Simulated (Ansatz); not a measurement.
CH7BOSi can be A, `CB[SiH2]O`, or B, `COB[SiH3]`.

Gas-phase electronic energies from Ansatz, PBE0-D4/def2-TZVP geometries. CCSD(T)/CBS is the MP2 limit (def2-TZVPP, def2-QZVPP) plus CCSD(T) − MP2 in def2-TZVPP, frozen cores. DFT in def2-TZVPP. B3LYP here is the variant with VWN-RPA as its local correlation; programs differ in this. One conformer a species, not always the lowest.

Task: Which isomer does CCSD(T)/CBS put lower? Give the gap. (Estimate.)

Result: Computed: A, by 35.6 kJ/mol.

Task: Give E(B) − E(A) in kJ/mol with CCSD(T)/def2-TZVPP, LDA (SPW92), CCSD/def2-TZVPP, B3LYP-D4, CCSD(T)/def2-SVP, MP2/def2-TZVPP, r2SCAN-D4. (Best estimate.)

Result: Ansatz gave: CCSD(T)/def2-TZVPP 29.3, LDA (SPW92) 19.4, CCSD/def2-TZVPP 31.8, B3LYP-D4 27.2, CCSD(T)/def2-SVP -10.4, MP2/def2-TZVPP 37.8, r2SCAN-D4 34.2. The order is the other way round with CCSD(T)/def2-SVP.

Task: Does the order hold for the free energy at 298.15 K (harmonic terms from PBE0-D4)? (Estimate.)

Result: Computed: Yes: G(B) − G(A) = +39.2 kJ/mol, for one conformer each.

Largest T1 diagnostic: 0.014.

From PBE to PBE0 (25 % exact exchange), in def2-TZVPP and without D4, E(B) − E(A) moves by +6.4 kJ/mol. At CCSD(T), def2-SVP lies −46.0 kJ/mol from the extrapolated value and def2-TZVPP −6.3 kJ/mol.
